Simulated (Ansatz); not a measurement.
Ansatz (an electronic-structure program) input:

Ansatz 0.2 input:
```yaml
crystal:
  periodic: [false, false, false]
  atoms:
    - {symbol: F, position_ang: [0.07934602, -0.09680846, 2.21894167]}
    - {symbol: Ge, position_ang: [0.01722234, -0.02101262, 0.48162918]}
    - {symbol: I, position_ang: [2.18081538, -0.99118306, -0.34446648]}
    - {symbol: I, position_ang: [-1.97236541, -1.38613964, -0.21318622]}
    - {symbol: I, position_ang: [-0.23232222, 2.40644874, -0.10994370]}
basis:
  gaussian:
    orbitals: def2-TZVPD
hamiltonian:
  xc: {name: r2SCAN}
output: {forces: true}
```

Question: Predict the final energy.

Answer: -3070.49036 Eh (r2SCAN/def2-TZVPD). The basis has 271 functions.
